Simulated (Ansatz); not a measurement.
Nudged elastic band run: FGe3H7

Input file:

```yaml
crystal:
  periodic: [false, false, false]
  atoms:
    - { symbol: Ge, position_ang: [0.144059, -0.295039, 0.651063] }
    - { symbol: H, position_ang: [-0.045111, -0.617413, 2.166917] }
    - { symbol: Ge, position_ang: [2.499376, 0.104707, 0.118569] }
    - { symbol: H, position_ang: [3.323228, -1.164639, 0.467027] }
    - { symbol: H, position_ang: [2.666005, 0.408962, -1.392033] }
    - { symbol: H, position_ang: [3.040239, 1.29994, 0.943809] }
    - { symbol: F, position_ang: [-0.692848, 1.253104, 0.399086] }
    - { symbol: Ge, position_ang: [-1.01114, -1.915597, -0.774098] }
    - { symbol: H, position_ang: [-2.432962, -2.210809, -0.231406] }
    - { symbol: H, position_ang: [-1.120033, -1.35289, -2.21381] }
    - { symbol: H, position_ang: [-0.202213, -3.240529, -0.813026] }
basis:
  gaussian: { orbitals: def2-SVP }
hamiltonian:
  xc: pbe
neb:
  order_check: false
  images: 9
  f_tol: 0.03
  max_iterations: 60
  final_atoms:
    - { symbol: Ge, position_ang: [-0.46302532, 0.64018121, -1.13602245] }
    - { symbol: H, position_ang: [1.46610041, 0.55802893, -0.74558946] }
    - { symbol: Ge, position_ang: [2.3044767, -0.16493595, 0.42856168] }
    - { symbol: H, position_ang: [2.59145587, -1.62032801, -0.00086417] }
    - { symbol: H, position_ang: [3.60458495, 0.67552354, 0.48260279] }
    - { symbol: H, position_ang: [1.48567157, -0.06409986, 1.7277806] }
    - { symbol: F, position_ang: [-0.91292358, 1.23355601, 0.49877645] }
    - { symbol: Ge, position_ang: [-0.86081264, -1.82458572, -0.57101382] }
    - { symbol: H, position_ang: [-0.40049926, -2.28045573, 0.84821134] }
    - { symbol: H, position_ang: [-2.40363346, -2.05593508, -0.61441777] }
    - { symbol: H, position_ang: [-0.24279525, -2.82715233, -1.59592719] }
  initial_path:
    images:
      - { positions_ang: [[0.144059, -0.295039, 0.651063], [-0.045111, -0.617413, 2.166917], [2.499376, 0.104707, 0.118569], [3.323228, -1.164639, 0.467027], [2.666005, 0.408962, -1.392033], [3.040239, 1.29994, 0.943809], [-0.692848, 1.253104, 0.399086], [-1.01114, -1.915597, -0.774098], [-2.432962, -2.210809, -0.231406], [-1.120033, -1.35289, -2.21381], [-0.202213, -3.240529, -0.813026]] }
      - { positions_ang: [[0.11226288, -0.23855405, 0.52180564], [0.09214831, -0.4950286, 2.05895052], [2.50170296, 0.09166818, 0.21868233], [3.26409033, -1.21369417, 0.46007412], [2.64449667, 0.48384656, -1.26159014], [3.11390451, 1.1957672, 1.08379647], [-0.72178274, 1.27112027, 0.21002651], [-1.02992144, -1.9308027, -0.77919527], [-2.30304535, -2.31391082, -0.10819002], [-1.33169499, -1.40261652, -2.14056168], [-0.17356113, -3.17799835, -0.9417005]] }
      - { positions_ang: [[0.08046676, -0.18206909, 0.39254828], [0.22940762, -0.3726442, 1.95098405], [2.50402991, 0.07862936, 0.31879567], [3.20495267, -1.26274935, 0.45312124], [2.62298834, 0.55873113, -1.13114728], [3.18757002, 1.09159441, 1.22378395], [-0.75071748, 1.28913654, 0.02096703], [-1.04870288, -1.94600841, -0.78429253], [-2.17312871, -2.41701265, 0.01502597], [-1.54335698, -1.45234304, -2.06731336], [-0.14490927, -3.11546771, -1.070375]] }
      - { positions_ang: [[0.04867064, -0.12558414, 0.26329092], [0.36666692, -0.25025979, 1.84301757], [2.50635687, 0.06559053, 0.418909], [3.145815, -1.31180452, 0.44616836], [2.60148001, 0.63361569, -1.00070442], [3.26123553, 0.98742161, 1.36377142], [-0.77965223, 1.30715282, -0.16809246], [-1.06748432, -1.96121411, -0.7893898], [-2.04321206, -2.52011447, 0.13824195], [-1.75501896, -1.50206955, -1.99406504], [-0.1162574, -3.05293706, -1.1990495]] }
      - { positions_ang: [[0.01687452, -0.06909919, 0.13403356], [0.50392623, -0.12787539, 1.73505109], [2.50868382, 0.05255171, 0.51902233], [3.08667733, -1.36085969, 0.43921547], [2.57997168, 0.70850026, -0.87026156], [3.33490104, 0.88324881, 1.5037589], [-0.80858697, 1.32516909, -0.35715195], [-1.08626576, -1.97641982, -0.79448707], [-1.91329542, -2.6232163, 0.26145794], [-1.96668095, -1.55179607, -1.92081672], [-0.08760553, -2.99040641, -1.327724]] }
      - { positions_ang: [[-0.0149216, -0.01261424, 0.0047762], [0.64118554, -0.00549099, 1.62708462], [2.51101078, 0.03951289, 0.61913567], [3.02753967, -1.40991487, 0.43226259], [2.55846335, 0.78338482, -0.7398187], [3.40856655, 0.77907602, 1.64374637], [-0.83752171, 1.34318536, -0.54621143], [-1.1050472, -1.99162552, -0.79958433], [-1.78337877, -2.72631812, 0.38467392], [-2.17834294, -1.60152259, -1.84756841], [-0.05895366, -2.92787577, -1.4563985]] }
      - { positions_ang: [[-0.10454234, 0.11794485, -0.22338353], [0.80616852, 0.10721299, 1.1525498], [2.46970396, -0.00137688, 0.58102087], [2.94032291, -1.45199749, 0.34563724], [2.76768767, 0.76181257, -0.49533441], [3.02398755, 0.61044084, 1.66055322], [-0.85260208, 1.32125949, -0.33721386], [-1.05620029, -1.95821756, -0.75387023], [-1.50680287, -2.63714564, 0.4773814], [-2.22340104, -1.69240509, -1.60093828], [-0.09572198, -2.90773108, -1.48430423]] }
      - { positions_ang: [[-0.19416309, 0.24850394, -0.45154326], [0.97115149, 0.21991698, 0.67801499], [2.42839715, -0.04226665, 0.54290607], [2.85310615, -1.49408012, 0.25901189], [2.97691199, 0.74024031, -0.25085011], [2.63940856, 0.44180567, 1.67736007], [-0.86768246, 1.29933362, -0.12821628], [-1.00735338, -1.9248096, -0.70815613], [-1.23022697, -2.54797316, 0.57008889], [-2.26845915, -1.78328758, -1.35430815], [-0.1324903, -2.88758639, -1.51220997]] }
      - { positions_ang: [[-0.28378383, 0.37906303, -0.67970299], [1.13613446, 0.33262096, 0.20348017], [2.38709033, -0.08315641, 0.50479127], [2.76588939, -1.53616275, 0.17238654], [3.18613631, 0.71866805, -0.00636581], [2.25482956, 0.27317049, 1.69416691], [-0.88276283, 1.27740775, 0.0807813], [-0.95850647, -1.89140164, -0.66244202], [-0.95365106, -2.45880069, 0.66279637], [-2.31351725, -1.87417008, -1.10767803], [-0.16925862, -2.86744171, -1.54011571]] }
      - { positions_ang: [[-0.37340457, 0.50962212, -0.90786272], [1.30111744, 0.44532495, -0.27105464], [2.34578352, -0.12404618, 0.46667648], [2.67867263, -1.57824538, 0.08576118], [3.39536063, 0.69709579, 0.23811849], [1.87025056, 0.10453531, 1.71097376], [-0.89784321, 1.25548188, 0.28977887], [-0.90965955, -1.85799368, -0.61672792], [-0.67707516, -2.36962821, 0.75550385], [-2.35857535, -1.96505258, -0.8610479], [-0.20602693, -2.84729702, -1.56802145]] }
      - { positions_ang: [[-0.46302532, 0.64018121, -1.13602245], [1.46610041, 0.55802893, -0.74558946], [2.3044767, -0.16493595, 0.42856168], [2.59145587, -1.62032801, -0.00086417], [3.60458495, 0.67552354, 0.48260279], [1.48567157, -0.06409986, 1.7277806], [-0.91292358, 1.23355601, 0.49877645], [-0.86081264, -1.82458572, -0.57101382], [-0.40049926, -2.28045573, 0.84821134], [-2.40363346, -2.05593508, -0.61441777], [-0.24279525, -2.82715233, -1.59592719]] }
```

Command:

```bash
$ ansatz run input.yaml --threads 4 --pin off --max-ram 5120MiB --backend cpu --events-out ev --progress --plain --runs-dir out
```

Output, in part (warnings, iteration lines, the closing report on the highest movable image, with atoms numbered from 0):

```
NEB end point (image 0): max|allowed force component| = 7.542e-3 eV/Å (the criterion of neb.relax_end_points is 1.000e-2)
NEB end point (image 10): max|allowed force component| = 8.795e-3 eV/Å (the criterion of neb.relax_end_points is 1.000e-2)
NEB iter   1: max|band force component| = 4.134e1 eV/Å  barrier→ = 14.3440 eV  barrier← = 13.2774 eV  Δτ_max = 0.2000 Å  (328 SCF iters)
NEB iter   2: max|band force component| = 1.132e1 eV/Å  barrier→ = 4.9674 eV  barrier← = 3.9008 eV  Δτ_max = 0.2000 Å  (277 SCF iters)
NEB iter   3: max|band force component| = 6.356e0 eV/Å  barrier→ = 2.8685 eV  barrier← = 1.8019 eV  Δτ_max = 0.2000 Å  (263 SCF iters)
NEB iter   4: max|band force component| = 3.266e0 eV/Å  barrier→ = 1.7808 eV  barrier← = 0.7142 eV  Δτ_max = 0.2000 Å  (262 SCF iters)
NEB iter   5: max|band force component| = 1.679e0 eV/Å  barrier→ = 1.6511 eV  barrier← = 0.5844 eV  Δτ_max = 0.2000 Å  (262 SCF iters)
NEB iter   6: max|band force component| = 1.059e0 eV/Å  barrier→ = 1.6565 eV  barrier← = 0.5898 eV  Δτ_max = 0.1986 Å  (249 SCF iters)
NEB iter   7: max|band force component| = 9.850e-1 eV/Å  barrier→ = 1.5590 eV  barrier← = 0.4924 eV  Δτ_max = 0.1644 Å  (254 SCF iters)
NEB iter   8: max|band force component| = 8.367e-1 eV/Å  barrier→ = 1.4918 eV  barrier← = 0.4252 eV  Δτ_max = 0.1974 Å  (238 SCF iters)
NEB iter   9: max|band force component| = 3.702e-1 eV/Å  barrier→ = 1.4529 eV  barrier← = 0.3863 eV  CI = image 6  Δτ_max = 0.2000 Å  (233 SCF iters)
NEB iter  10: max|band force component| = 4.658e-1 eV/Å  barrier→ = 1.5083 eV  barrier← = 0.4417 eV  CI = image 6  Δτ_max = 0.1002 Å  (241 SCF iters)
NEB iter  11: max|band force component| = 3.427e-1 eV/Å  barrier→ = 1.4970 eV  barrier← = 0.4304 eV  CI = image 6  Δτ_max = 0.0998 Å  (230 SCF iters)
NEB iter  12: max|band force component| = 3.758e-1 eV/Å  barrier→ = 1.4771 eV  barrier← = 0.4104 eV  CI = image 6  Δτ_max = 0.0503 Å  (232 SCF iters)
NEB iter  13: max|band force component| = 1.942e-1 eV/Å  barrier→ = 1.4713 eV  barrier← = 0.4046 eV  CI = image 6  Δτ_max = 0.0502 Å  (229 SCF iters)
NEB iter  14: max|band force component| = 1.762e-1 eV/Å  barrier→ = 1.4665 eV  barrier← = 0.3999 eV  CI = image 6  Δτ_max = 0.0504 Å  (229 SCF iters)
NEB iter  15: max|band force component| = 1.518e-1 eV/Å  barrier→ = 1.4618 eV  barrier← = 0.3952 eV  CI = image 6  Δτ_max = 0.0503 Å  (229 SCF iters)
NEB iter  16: max|band force component| = 1.068e-1 eV/Å  barrier→ = 1.4574 eV  barrier← = 0.3907 eV  CI = image 6  Δτ_max = 0.0503 Å  (223 SCF iters)
NEB iter  17: max|band force component| = 1.098e-1 eV/Å  barrier→ = 1.4534 eV  barrier← = 0.3868 eV  CI = image 6  Δτ_max = 0.0251 Å  (225 SCF iters)
NEB iter  18: max|band force component| = 1.015e-1 eV/Å  barrier→ = 1.4520 eV  barrier← = 0.3854 eV  CI = image 6  Δτ_max = 0.0251 Å  (228 SCF iters)
NEB iter  19: max|band force component| = 8.904e-2 eV/Å  barrier→ = 1.4512 eV  barrier← = 0.3845 eV  CI = image 6  Δτ_max = 0.0251 Å  (228 SCF iters)
NEB iter  20: max|band force component| = 6.719e-2 eV/Å  barrier→ = 1.4507 eV  barrier← = 0.3841 eV  CI = image 6  Δτ_max = 0.0250 Å  (228 SCF iters)
NEB iter  21: max|band force component| = 5.674e-2 eV/Å  barrier→ = 1.4500 eV  barrier← = 0.3834 eV  CI = image 6  Δτ_max = 0.0250 Å  (228 SCF iters)
NEB iter  22: max|band force component| = 6.332e-2 eV/Å  barrier→ = 1.4493 eV  barrier← = 0.3827 eV  CI = image 6  Δτ_max = 0.0125 Å  (226 SCF iters)
NEB iter  23: max|band force component| = 5.335e-2 eV/Å  barrier→ = 1.4490 eV  barrier← = 0.3824 eV  CI = image 6  Δτ_max = 0.0125 Å  (236 SCF iters)
NEB iter  24: max|band force component| = 5.058e-2 eV/Å  barrier→ = 1.4488 eV  barrier← = 0.3822 eV  CI = image 6  Δτ_max = 0.0125 Å  (232 SCF iters)
NEB iter  25: max|band force component| = 4.593e-2 eV/Å  barrier→ = 1.4486 eV  barrier← = 0.3820 eV  CI = image 6  Δτ_max = 0.0125 Å  (231 SCF iters)
NEB iter  26: max|band force component| = 3.423e-2 eV/Å  barrier→ = 1.4484 eV  barrier← = 0.3818 eV  CI = image 6  Δτ_max = 0.0125 Å  (231 SCF iters)
NEB iter  27: max|band force component| = 2.802e-2 eV/Å  barrier→ = 1.4483 eV  barrier← = 0.3817 eV  CI = image 6  Δτ_max = 0.0000 Å  (482 SCF iters)
Total energy: -172332.97783146 eV, -6333.1201238182 hartree
Atom 0 at     0.208567     0.231481    -0.776852 Å, force     0.004799    -0.011438     0.022759 eV/Å
Atom 1 at     0.506030    -0.911026     0.512548 Å, force     0.003480     0.012163    -0.007009 eV/Å
Atom 2 at     2.468649     0.133888     0.325586 Å, force    -0.015764    -0.004305    -0.006866 eV/Å
Atom 3 at     3.132791    -1.194079    -0.122364 Å, force    -0.000191     0.000474    -0.000514 eV/Å
Atom 4 at     3.274083     1.332468    -0.257638 Å, force     0.000951     0.003026    -0.000209 eV/Å
Atom 5 at     2.452022     0.260240     1.869420 Å, force     0.000517    -0.000033     0.001143 eV/Å
Atom 6 at    -0.717425     1.404789     0.209578 Å, force     0.003904    -0.003258    -0.004728 eV/Å
Atom 7 at    -1.087012    -1.920030    -0.587856 Å, force    -0.001391     0.003497    -0.007195 eV/Å
Atom 8 at    -1.734748    -2.200937     0.791390 Å, force     0.001126     0.001719    -0.000174 eV/Å
Atom 9 at    -2.224454    -1.813473    -1.647847 Å, force     0.003594     0.000217     0.002210 eV/Å
Atom 10 at    -0.109904    -3.053525    -0.993867 Å, force    -0.001026    -0.002062     0.000585 eV/Å
Dipole moment:     0.212323    -0.327977    -0.125987 e Å
```

It converged. A vibrational analysis at the climbing image gives one clearly imaginary mode, 106i cm⁻¹: a first-order saddle point. The orbitals stay closed-shell, which can raise the energy where a bond breaks towards radicals; this wasn't checked here.

Final band (atoms are numbered from 1 in the order of the input):

```tsv
image	path coordinate (Å)	energy (kJ/mol)	Ge1–Ge3 (Å)	H2–Ge3 (Å)
0	0.00	0.0	2.45	3.35
1	1.27	1.9	2.45	3.34
2	2.54	1.7	2.45	3.36
3	3.81	3.3	2.45	3.36
4	5.08	10.5	2.46	3.22
5	6.35	64.6	2.43	2.78
6	7.62	139.7	2.52	2.23
7	8.78	114.7	3.18	1.60
8	9.95	110.2	3.53	1.58
9	11.12	106.0	3.44	1.60
10	12.29	102.9	3.28	1.61
```

The run took 4.4 min on 4 threads of Intel(R) Xeon(R) Platinum 8488C (Sapphire Rapids), with other jobs on the host, peak memory 0.28 GiB.
